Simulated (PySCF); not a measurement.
C₃H₉AlO.

```xyz
14

Al     0.2965     0.2668     0.3516
C      1.5762     0.2643     1.8205
H      2.5066    -0.2691     1.5577
H      1.1727    -0.2492     2.7112
H      1.8518     1.2870     2.1249
C     -0.3816    -1.3569    -0.5270
C     -1.3961    -1.1491    -1.6587
H     -0.8125    -2.0126     0.2560
H      0.4910    -1.9312    -0.8981
H     -0.9765    -0.5417    -2.4789
H     -2.3014    -0.6254    -1.3067
H     -1.7335    -2.0993    -2.1079
O     -0.2459     1.8079    -0.1699
H     -0.8770     1.9598    -0.8787
```
Charge 0, spin multiplicity 1.

Geometry optimised at r2SCAN-D4/def2-SVP. The structure was generated by enumeration; whether it is a known compound was not checked. The values are those of a single conformer.

Calculation: PySCF with PBE0/pcSseg-1. Non-relativistic, no solvent.

Computed absolute GIAO shielding of each atom: isotropic value and principal components (ppm):
```
atom  σ(iso)    σ11    σ22    σ33   span
----  ------  -----  -----  -----  -----
Al1    345.8  274.7  331.4  431.3  156.6
C2     197.7  189.7  198.0  205.5   15.7
H3      31.8   27.5   28.9   38.9   11.3
H4      31.8   27.6   28.8   38.9   11.3
H5      31.6   26.6   28.7   39.4   12.8
C6     181.1  164.6  180.4  198.4   33.7
C7     174.0  167.5  168.7  185.8   18.3
H8      31.2   26.6   29.9   36.9   10.3
H9      31.2   26.6   29.9   36.9   10.3
H10     30.4   26.1   28.8   36.3   10.2
H11     30.4   26.1   28.8   36.3   10.2
H12     30.0   24.8   27.6   37.5   12.8
O13    263.8  176.2  298.8  316.5  140.3
H14     28.4   21.5   24.3   39.6   18.1
```
